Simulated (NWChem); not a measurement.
Species: H₃O₂ cation; SMILES O[OH2+]

All runs: NWChem. Medium grid unless said otherwise, to which SCAN and Minnesota functionals are sensitive. All runs use the structure optimised with PBE-D3(BJ)/def2-SVP. B3LYP is NWChem's, with the RPA form of VWN correlation. Total energies of different functionals are on different scales.

```tsv
level	energy (Ha)	highest occupied level (eV)	orbital gap (eV)
B3LYP/def2-SVP	-151.6948	-16.98	8.01
PBE/def2-SVP	-151.5423	-15.13	4.89
BLYP/def2-SVP	-151.6743	-15.04	4.93
M06-L/def2-SVP	-151.6736	-15.79	5.93
BHandHLYP/def2-SVP	-151.6101	-19.49	12.57
LDA (Slater exchange, PW92)/def2-SVP	-150.6026	-15.19	4.73
M06-2X/def2-SVP	-151.6263	-19.36	12.33
B97-2/def2-SVP	-151.6439	-17.05	8.23
MN15/def2-SVP	-151.5331	-18.36	10.83
B3PW91/def2-SVP	-151.6390	-17.01	8.02
RPBE/def2-SVP	-151.6931	-15.09	4.96
```
